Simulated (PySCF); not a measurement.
Benzyl cyanide, C₈H₇N.
SMILES with atom numbers: `[N:1]#[C:2][CH2:3][c:4]1[cH:5][cH:6][cH:7][cH:8][cH:9]1` (hydrogens: H10, H11 on C3; H12 on C5; H13 on C6; H14 on C7; H15 on C8; H16 on C9)

The calculation used PySCF 2.14.0, PBE0-D3(BJ)/def2-TZVP geometry optimisation, gas phase.

Q: Give the optimised bond lengths and angles.

A: 
| bond | length (Å) | order |
| --- | --- | --- |
| N1≡C2 | 1.149 | triple |
| C2–C3 | 1.457 | single |
| C3–C4 | 1.510 | single |
| C4–C5, C4–C9 | 1.389 | aromatic |
| C5–C6, C8–C9 | 1.386 | aromatic |
| C6–C7, C7–C8 | 1.387 | aromatic |
| C3–H10, C3–H11 | 1.093 | single |
| C5–H12, C9–H16 | 1.085 | single |
| C6–H13, C8–H15 | 1.084 | single |
| C7–H14 | 1.084 | single |

Bonds in one row agree within 0.01 Å and their mean is given. Orders are formal, as drawn. A selection of angles:
| angle | degrees |
| --- | --- |
| N1–C2–C3 | 179.7 |
| C2–C3–C4 | 112.4 |
| C2–C3–H10 | 108.1 |
| C4–C3–H10 | 110.6 |
| H10–C3–H11 | 107.0 |
| C3–C4–C5 | 120.3 |
| C5–C4–C9 | 119.3 |
| C4–C5–C6 | 120.4 |
| C4–C5–H12 | 119.7 |
| C6–C5–H12 | 119.9 |
| C5–C6–C7 | 120.1 |
| C5–C6–H13 | 119.8 |
| C7–C6–H13 | 120.2 |
| C6–C7–C8 | 119.8 |
| C6–C7–H14 | 120.1 |

Torsions: C2–C3–C4–C5 -91° (anticlinal). The mirror-image conformer, all signs reversed, is as good.

The 8 C–C bonds span 1.386 Å (C8–C9, aromatic) to 1.510 Å (C3–C4, drawn single), a spread of 0.124 Å. Of the pairs four or more bonds apart, H10···H12 is among the closest relative to their van der Waals radii: 2.45 Å, 102 % of the sum of Bondi's values. The 6-membered ring C4–C5–C6–C7–C8–C9 has internal angles of 119.3° to 120.4° (sum 720°, against 720° for a flat polygon); it is planar, 0.00 Å rms from its mean plane, widest ring torsion 0°.

Point group: near Cs, missed by 0.08 Å at most; the miss may be what the optimiser left on a soft mode. Not checked by PBE0-D3(BJ)/def2-TZVP frequencies. The numbers are those of one conformer.

The run took 16 min wall, 27 min CPU on 2 threads of an Intel Xeon at 2.50 GHz, shared host, and the process peaked at 2.0 GiB of memory. This is the geometry optimisation.
